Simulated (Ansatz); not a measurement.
`[OH][SbH][CH2][SiH3]` + H₂ → `[SiH3][CH2][SbH2]` + H₂O at 298.15 K and 1 bar (hydrogenolysis of the Sb–O bond).

Gas-phase electronic energies from Ansatz, PBE0-D4/def2-TZVP geometries. CCSD(T)/CBS is the MP2 limit (def2-TZVPP, def2-QZVPP) plus CCSD(T) − MP2 in def2-TZVPP, frozen cores. This one scheme is used for every species. def2 core potentials past Kr. For Sb outer-core shells are correlated without core-valence functions, which leaves a few kJ/mol of doubt a bond. One conformer a species, not always the lowest.

```json
{"species": "`[OH][SbH][CH2][SiH3]`", "CCSD(T)/CBS energy (Eh)": "-646.53718", "H − E (kJ/mol)": "211.7", "S (J/(mol·K))": "367.9"}
{"species": "H₂", "CCSD(T)/CBS energy (Eh)": "-1.17544", "H − E (kJ/mol)": "35.1", "S (J/(mol·K))": "130.4"}
{"species": "`[SiH3][CH2][SbH2]`", "CCSD(T)/CBS energy (Eh)": "-571.33795", "H − E (kJ/mol)": "190.1", "S (J/(mol·K))": "345.0"}
{"species": "H₂O", "CCSD(T)/CBS energy (Eh)": "-76.37941", "H − E (kJ/mol)": "66.4", "S (J/(mol·K))": "188.7"}
```

H − E and S are ideal-gas, rigid-rotor, harmonic terms from PBE0-D4/def2-TZVP, for one conformer and one mirror image of each species. The MP2-based limit puts H₂ 0.8 mEh under its directly extrapolated value; such offsets cancel only in part. 1 Eh = 2625.50 kJ/mol, R = 8.31446 J/(mol·K).

Problem. By hand: ΔE, ΔH, ΔS and ΔG.

Solution. ΔE = (-571.33795) + (-76.37941) − (-646.53718) − (-1.17544) = -0.00474 Eh = -12.4 kJ/mol. Δ(H − E) = 190.1 + 66.4 − 211.7 − 35.1 = 9.7, so ΔH = -2.7 kJ/mol. ΔS = 345.0 + 188.7 − 367.9 − 130.4 = 35.4 J/(mol·K). ΔG = -2.7 − 298.15 × (35.4)/1000 = -13.3 kJ/mol.

Problem. By hand: the equilibrium constant, and the temperature at which ΔG would vanish if ΔH and ΔS stayed fixed.

Solution. log₁₀ K = −ΔG/(RT ln 10) = 2.3. ΔH and −TΔS have one sign here, so there is no such temperature.

TΔS isn't small against ΔH here. A doubt of 5 kJ/mol in ΔE shifts log₁₀ K by 0.9 here. Other conformers and mirror images would add mixing entropy, several J/(mol·K) or more a flexible species. Modes under 60 cm⁻¹, often nearly free rotors, make the harmonic entropy too high. These are equilibria of isolated gas molecules and say nothing of rates. Largest T1 diagnostic: 0.014 (customary marks: 0.02 for closed shells, 0.045 for open ones).
